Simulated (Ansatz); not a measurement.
System: sum formula ZnO2H2, charge -1, multiplicity 2. The spin state was set by rule; other spins were not relaxed. SMILES of the parent species: [Zn]([OH])[OH]
Structure (B3LYP-D3(BJ)/def2-TZVP (Ansatz, a first-principles code) minimum search):
```xyz
5

Zn     0.0026     0.3095     0.0688
O      1.2580    -0.3589    -1.2222
H      1.7676     0.4070    -1.5077
O     -1.2680    -0.8225     0.9596
H     -1.7662    -0.2416     1.5445
```
Charge -1, spin multiplicity 2.

Give the harmonic wavenumbers at B3LYP-D3(BJ)/def2-TZVP (Ansatz, finite differences of forces, unscaled).

132, 241, 242, 454, 499, 683, 737, 3795, 3797 cm⁻¹. Zero-point energy 15.1 kcal/mol.

From these and the geometry, give the ideal-gas thermochemistry at 298.15 K and 1 atm (rigid rotor, harmonic oscillator).

Point group C2v, rotational symmetry number 2. Rotational constants 27.64, 4.953, 4.2 GHz. S(trans) 39.70, S(rot) 22.46, S(vib) 8.53, S(elec, spin only) 1.38, S 72.1 cal/(mol K). H(298) - H(0) 3.86 kcal/mol; G - E(el) -2.5 kcal/mol.
